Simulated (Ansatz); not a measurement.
`C[SiH](S)S` → H₂S + `C[Si]S` at 500 K and 1 bar (silylene formation by 1,1-elimination).

Gas-phase electronic energies from Ansatz, PBE0-D4/def2-TZVP geometries. CCSD(T)/CBS adds triple-zeta CCSD(T) − MP2 to the extrapolated MP2 energy (def2 sets, frozen cores). This one scheme is used for every species. One conformer a species, not always the lowest.

```csv
species,CCSD(T)/CBS energy (Eh),H − E (kJ/mol),S (J/(mol·K))
`C[SiH](S)S`,-1126.36796,219.5,418.9
H₂S,-398.97279,57.0,224.0
`C[Si]S`,-727.30578,153.9,348.7
```

H − E and S are ideal-gas, rigid-rotor, harmonic terms from PBE0-D4/def2-TZVP, for one conformer and one mirror image of each species. 1 Eh = 2625.50 kJ/mol, R = 8.31446 J/(mol·K).

Question: By hand: ΔE, ΔH, ΔS and ΔG.

Answer: ΔE = (-398.97279) + (-727.30578) − (-1126.36796) = 0.08939 Eh = 234.7 kJ/mol. Δ(H − E) = 57.0 + 153.9 − 219.5 = -8.6, so ΔH = 226.1 kJ/mol. ΔS = 224.0 + 348.7 − 418.9 = 153.8 J/(mol·K). ΔG = 226.1 − 500 × (153.8)/1000 = 149.2 kJ/mol.

Question: By hand: the equilibrium constant, and the temperature at which ΔG would vanish if ΔH and ΔS stayed fixed.

Answer: log₁₀ K = −ΔG/(RT ln 10) = -15.6. ΔG = 0 at ΔH/ΔS = 1470 K.

The number of gas molecules changes by +1, which sets the sign of ΔS. A doubt of 5 kJ/mol in ΔE shifts log₁₀ K by 0.5 here. Other conformers and mirror images would add mixing entropy, several J/(mol·K) or more a flexible species. These are equilibria of isolated gas molecules and say nothing of rates. Largest T1 diagnostic: 0.014 (customary marks: 0.02 for closed shells, 0.045 for open ones).
